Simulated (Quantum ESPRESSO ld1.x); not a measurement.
Problem. These are the eigenvalues of the occupied orbitals of an atom or ion with whole-number occupations (hartree). Calculated with ld1.x of Quantum ESPRESSO 7.5: Dirac Kohn-Sham, relativistic LDA (MacDonald-Vosko exchange, VWN5 correlation), spin-unpolarised, spherical densities, point nucleus.

| orbital | eigenvalue |
|---|---|
| 1s1/2 | -1306.89 |
| 2s1/2 | -205.377 |
| 2p1/2 | -193.476 |
| 2p3/2 | -180.658 |
| 3s1/2 | -42.8595 |
| 3p1/2 | -37.8434 |
| 3p3/2 | -35.3862 |
| 3d3/2 | -26.4986 |
| 3d5/2 | -25.9742 |
| 4s1/2 | -8.23697 |
| 4p1/2 | -6.43081 |
| 4p3/2 | -5.92482 |
| 4d3/2 | -2.97354 |
| 4d5/2 | -2.88932 |
| 5s1/2 | -1.17870 |
| 5p1/2 | -0.73438 |
| 5p3/2 | -0.67255 |

Which element is it, and in what charge state? The configuration may be excited. Open shells, if any, are shared by 2j + 1.

Solution. Z = 55, caesium, charge +1: Cs+ in [Xe]. The list shows which subshells hold electrons but not how many an open one holds; the 1s level, -1306.9 hartree, gives Z - s = 51.1 by -(Z - s)^2/2, which with screening and relativity narrows Z to a few neighbours, and the depths of the outer levels then fix element, charge and occupations together.
